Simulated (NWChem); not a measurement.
# TiH$_{2}$O$_{2}$Cl$_{2}$; SMILES [Cl][Ti]([OH])([Cl])[OH]

```xyz
7

Ti    -0.1747     0.0107     0.0000
Cl     1.0752     1.8381     0.0000
Cl     1.0826    -1.8117     0.0000
O     -1.1888     0.0029    -1.4364
H     -2.0663    -0.0730    -1.8447
O     -1.1888     0.0029     1.4364
H     -2.0663    -0.0730     1.8447
```
Atoms are numbered in this order, from 1.

Results from NWChem. Pople sets run with spherical d functions. STO-3G and 3-21G are far too small for this property and stand as cheap habits. All runs use the structure optimised with PBE-D3(BJ)/def2-SVP. Not confirmed as a minimum by frequencies. B3LYP is NWChem's, with the RPA form of VWN correlation. Field at 589 nm.

Q: Among these, which level gives the highest value of “anisotropy (bohr³)”?
A) B3LYP/STO-3G
B) B3LYP/6-31G*
C) B3LYP/def2-SVP

A: B, B3LYP/6-31G*. Values: B3LYP/STO-3G 9.7; B3LYP/def2-SVP 18.4; B3LYP/6-31G* 21.0
